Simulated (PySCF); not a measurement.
Si(Me)2(OH)(SH), C2H8OSSi, SMILES C[Si](C)(O)S, singlet, CAM-B3LYP/def2-SVP optimised geometry.

```
13

C      1.14    -0.68     0.00
Si    -0.72    -0.68     0.00
C     -1.45    -1.49     1.52
O     -1.16    -1.49    -1.39
S     -1.53     1.32     0.00
H      1.53    -0.19    -0.90
H      1.52    -1.72     0.01
H      1.53    -0.16     0.88
H     -1.12    -2.54     1.59
H     -2.55    -1.47     1.51
H     -1.11    -0.97     2.44
H     -2.09    -1.47    -1.64
H     -0.87     1.72    -1.11
```

Density from CAM-B3LYP/def2-TZVP (PySCF) at that geometry.

Minimum of the electron density along straight lines between bonded atoms, close to the bond critical point (lines longer than 1.1 times the sum of covalent radii, or with two minima, are not listed):

```csv
bond,length / Å,ρ at the minimum / e bohr⁻³,∇²ρ there / e bohr⁻⁵,position (fraction from the first atom)
C1–Si2,1.861,0.129,0.16,0.61
Si2–C3,1.868,0.127,0.15,0.39
Si2–O4,1.666,0.134,0.74,0.41
Si2–S5,2.161,0.097,0.07,0.36
C1–H6,1.100,0.267,-0.88,0.64
C1–H7,1.101,0.267,-0.88,0.64
C1–H8,1.100,0.268,-0.88,0.64
C3–H9,1.101,0.267,-0.87,0.64
C3–H10,1.101,0.267,-0.88,0.64
C3–H11,1.101,0.267,-0.88,0.64
O4–H12,0.963,0.352,-2.39,0.81
S5–H13,1.349,0.211,-0.60,0.64
```
